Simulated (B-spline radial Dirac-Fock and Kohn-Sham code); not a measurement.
Model: configuration-average Dirac-Fock orbitals. Program: a radial atomic solver.

**Question.** This computed X-ray form factor belongs to an atom or ion in its tabulated ground configuration. Which?

| sin θ/λ (Å⁻¹) | f₀ |
| --- | --- |
| 0.1 | 51.801 |
| 0.15 | 49.384 |
| 0.26 | 42.910 |
| 0.38 | 36.487 |
| 0.56 | 29.540 |
| 1.44 | 14.562 |
| 1.75 | 12.062 |
| 3.76 | 4.684 |
| 4.55 | 3.883 |

**Answer.** Pr⁵⁺, with 54 electrons in [Kr] 4d10 5s2 5p6. f₀ tends to the number of electrons as s goes to zero, which the first rows give only roughly, and the rate of fall reflects the nuclear charge, 59.
